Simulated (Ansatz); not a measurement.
`C[SiH](O)[GaH2]` + `[OH][GeH2][OH]` → `C[SiH](O)[O][GeH2][OH]` + `[GaH3]`  (cleavage of the Si–Ga bond)

Program: Ansatz. Geometries: PBE0-D4/def2-TZVP. ΔE: electronic, gas phase. CCSD(T)/CBS is the MP2 limit (def2-TZVPP, def2-QZVPP) plus CCSD(T) − MP2 in def2-TZVPP, frozen cores. Functionals use def2-TZVPP. B3LYP here is the variant with VWN-RPA as its local correlation; programs differ in this. For Ga, Ge outer-core shells are correlated without core-valence functions, which leaves a few kJ/mol of doubt a bond. Scalar relativity is left out up to krypton. Each species was taken in one conformer, which may not be the lowest.

`C[SiH](O)[GaH2]`:

```xyz
11

C    -1.277    0.773   -0.652
Si    0.364    0.419    0.176
O     1.619    0.445   -0.917
Ga    0.539   -1.809    1.115
H    -2.084    0.751    0.087
H    -1.283    1.762   -1.118
H    -1.502    0.029   -1.420
H     0.573    1.490    1.201
H     1.842    1.287   -1.317
H    -0.235   -3.027    0.477
H     1.443   -2.122    2.367
```

`[OH][GeH2][OH]`:

Cartesian coordinates in Å:
```
O 0.042 1.013 1.190
Ge -0.465 -0.005 -0.174
O 0.848 -0.180 -1.352
H 0.416 0.513 1.917
H -0.866 -1.392 0.369
H -1.554 0.767 -0.913
H 1.579 -0.716 -1.037
```

`C[SiH](O)[O][GeH2][OH]`:

Z-matrix (Å, degrees):
```
C
Si 1 1.848
H 1 1.092 2 111.1
H 1 1.093 2 109.9 3 119.9
H 1 1.092 2 110.7 3 -120.6
O 2 1.663 1 106.4 3 -63.0
O 2 1.634 1 111.7 3 177.5
H 2 1.486 1 113.1 3 56.6
H 6 0.958 2 116.8 1 151.9
Ge 7 1.778 2 126.8 1 83.4
O 10 1.770 7 107.9 2 -15.4
H 10 1.529 7 108.9 2 -130.8
H 10 1.538 7 106.8 2 104.7
H 11 0.964 10 110.6 7 50.0
```

`[GaH3]`:

Z-matrix (Å, degrees):
```
Ga
H 1 1.568
H 1 1.568 2 120.0
H 1 1.568 2 120.0 3 -179.9
```

```csv
level,ΔE (kJ/mol),difference from CCSD(T)/CBS
PBE-D4,-118.1,20.0
r2SCAN-D4,-140.5,-2.4
PBE0-D4,-127.3,10.8
B3LYP-D4,-139.0,-0.9
ωB97X-V,-141.7,-3.6
ωB97M-V,-145.3,-7.2
B2PLYP,-139.1,-1.0
PBE,-112.7,25.4
r2SCAN,-138.7,-0.6
PBE0,-122.5,15.6
B3LYP,-130.6,7.5
HF/def2-TZVPP,-155.3,-17.2
MP2/def2-TZVPP,-146.1,-8.0
SCS-MP2/def2-TZVPP,-146.4,-8.3
CCSD/def2-TZVPP,-142.7,-4.6
CCSD(T)/def2-TZVPP,-142.0,-3.9
HF/def2-QZVPP,-157.1,-19.0
MP2/def2-QZVPP,-144.5,-6.4
SCS-MP2/def2-QZVPP,-145.1,-7.0
HF/CBS(def2),-157.4,-19.3
MP2/CBS(def2),-142.2,-4.1
CCSD/CBS(def2),-138.8,-0.7
CCSD(T)/CBS,-138.1,0
```

Largest T1 diagnostic among the species: 0.013.

In def2-TZVPP, CCSD(T) changes the Hartree–Fock value by +13.3 kJ/mol (the triples alone add +0.8 kJ/mol) and MP2 by +9.2 kJ/mol. The D4 term adds −8.3 kJ/mol with B3LYP and −4.7 kJ/mol with PBE0; it sums over pairs of atoms, weighted by their polarisabilities, and B3LYP, whose exchange is more repulsive, gets the larger term.
